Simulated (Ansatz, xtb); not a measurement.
Pulling on the I1–I2 bond in I2 (multiplicity 1 held). Energies count from the point at 2.695 Å.


R- and RO- levels are restricted; in cc, def2 and unpolarised 6-31G sets they are followed outwards from rest. Active spaces are followed from rest. Levels need not reach the same state.

Cores are frozen in the correlated methods. Filled d and f shells under p-block atoms count as core.

Codes used: Ansatz (a first-principles code); xtb for the GFN methods. Each number belongs to the level named beside it. In def2 rows elements past Kr take small-core potentials, without spin–orbit coupling. The GFN methods have no spin term and hold the electronic entropy of 300 K.

**Question.** What energy at R = 10.779 Å does R-HF/def2-TZVPP give?

**Answer.** 127.4 kcal/mol

**Question.** What is the computed energy at R = 10.779 Å (FIC-MRCISD+Q on CASSCF(14,8)/def2-TZVPP)?

**Answer.** 39.6 kcal/mol

**Question.** Give the energy at R = 10.779 Å at the level GFN2-xTB.

**Answer.** 57.4 kcal/mol

Doubts at one or more of the structures used: a restricted determinant that unrestricted orbitals would lower (R-HF/def2-TZVPP).
